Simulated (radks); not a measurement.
Question: Excited configurations of Zr XXIV: one electron is placed in a higher orbital outside [Ne] 3s2 3p4. The ground configuration is [Ne] 3s2 3p5. All-electron calculation, Dirac Kohn-Sham, BLYP, spin-unpolarised, spherical densities, finite nucleus; open shells fill j = l - 1/2 first; Fermi nuclear charge, rms radius 4.2694 fm. Program: a radial shooting solver on a logarithmic mesh with Libxc functionals. Excitation = E - E(ground); binding = E(ion) - E, where the ion is the core of charge +24; n* = 24/sqrt(2 binding) in atomic units. These energies are relativistic, and a one-electron ion of charge +24 with no core already has n* below n in this formula (Dirac formula, point nucleus: 4p1/2 3.987, 5s1/2 4.987, 5p1/2 4.987, 5d3/2 4.995, 5f5/2 4.997, 6s1/2 5.986, 6p1/2 5.986, 7p1/2 6.986, 7f5/2 6.997). The quantum defect is therefore taken as that value minus n*, so that it holds no relativistic shift of the bare ion.

outer orbital  excitation (eV)  binding (eV)     n*  quantum defect  eigenvalue (eV)  <r> (bohr)
4p1/2                   551.85        598.75  3.618           0.370          -584.55      0.7862
5s1/2                   769.71        380.89  4.536           0.451          -373.34       1.292
5d3/2                   806.91        343.68  4.775           0.219          -336.14       1.307
5f5/2                   823.77        326.82  4.897           0.100          -318.81       1.250
6s1/2                   895.22        255.38  5.540           0.447          -250.43       1.928
6p1/2                   902.98        247.62  5.626           0.361          -242.70       1.948
7p1/2                   971.99        178.60  6.624           0.362          -174.82       2.720
7f5/2                   985.23        165.36  6.884           0.112          -161.60       2.730

Estimate the row for 5p1/2.

Answer: excitation (eV) 783.67; binding (eV) 366.93; n* 4.621; quantum defect 0.365; eigenvalue (eV) -359.42; <r> (bohr) 1.301. The Delta-SCF ionisation energy is 1150.6 eV (NIST Atomic Spectra Database: 1145 eV, semi-empirical). Self-interaction in the functional shifts the binding energies and quantum defects, so they are the method's values and not measured ones. Spin polarisation and multiplet splitting are left out, so open shells lie too high by an amount that depends on their filling.

Beside tabulated values, note that spin-unpolarised runs miss the spin-polarisation part of the exchange energy of open shells.
